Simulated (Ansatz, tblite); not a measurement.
Isomers of Ba13⁻ (doublet), found by a short tight-binding search and relaxed with PBE/def2-SVP in Ansatz.

In the def2 sets Ba takes a core potential; there is no spin–orbit coupling. The xTB rows come from tblite. Correlated methods freeze no core orbitals; core or outer-core shells of Ba are correlated, in sets that lack core-valence functions. Single mean-field runs in def2-TZVP are fitted with def2-universal-jkfit.

Run but left out: HF/def2-TZVP, r2SCAN/def2-TZVP, PBE0/def2-SVP, PBE0/def2-TZVP, BHLYP/def2-TZVP, MP2/def2-TZVP (A: ⟨S²⟩ 2.90 to 11.67, where a pure state has 0.75).

A: At PBE/def2-SVP, PBE/def2-TZVP, RPA@PBE/def2-TZVP the charge -1 doublet is spin-contaminated (final ⟨S²⟩ up to 0.86, 0.75 for a pure state). At PBE/def2-SVP, PBE/def2-TZVP the gap within one spin of the charge -1 doublet nearly closes, so an electron or hole may be smeared out by delocalisation error. B: At PBE/def2-SVP, PBE/def2-TZVP, RPA@PBE/def2-TZVP the charge -1 doublet is spin-contaminated (final ⟨S²⟩ up to 0.86, 0.75 for a pure state).

Other spin states weren't relaxed.

A:

```
atom   x (Å)   y (Å)   z (Å)
 Ba1   2.135  -1.854   3.224
 Ba2   0.204   4.281  -0.285
 Ba3  -2.091   1.779  -3.166
 Ba4   0.113   2.181   3.745
 Ba5  -0.177  -2.216  -3.783
 Ba6  -0.224  -4.198   0.249
 Ba7   2.356   1.573  -3.195
 Ba8  -2.369  -1.582   3.216
 Ba9   3.746   1.809   1.105
Ba10   0.019   0.024   0.041
Ba11   3.531  -2.176  -1.049
Ba12  -3.550   2.200   1.055
Ba13  -3.694  -1.820  -1.156
```

B:

Cartesian coordinates in Å:
```
Ba 0.9603 1.6901 -3.1547
Ba -0.0954 -2.8057 4.0886
Ba 1.6072 -2.7638 -3.0729
Ba 3.5018 -0.0560 3.4931
Ba -2.4807 -0.9293 -2.6010
Ba 4.5369 -0.0290 -0.9501
Ba -0.6682 1.7030 3.8915
Ba -1.2733 -4.4606 -0.0052
Ba -3.5474 -1.0028 1.7806
Ba -2.1624 2.7844 -0.2419
Ba 2.1761 3.3729 0.8476
Ba -3.0844 3.0908 -4.5728
Ba 0.5295 -0.5939 0.4973
```

Problem. Estimate their order by electronic energy at RPA@PBE/def2-TZVP, counted from the lowest.

Solution. A (0.00) < B (0.79), in eV.

Problem. Do the other levels pick the same lowest one?

Solution. Not GFN2-xTB. Energies above each level's lowest (eV):

```
            level     A     B
         GFN2-xTB  0.41  0.00
     PBE/def2-SVP  0.00  0.73
    PBE/def2-TZVP  0.00  0.74
RPA@PBE/def2-TZVP  0.00  0.79
```
Point groups (tolerance 0.1 Å): A not assigned, B Cs. Lower isomers may exist.
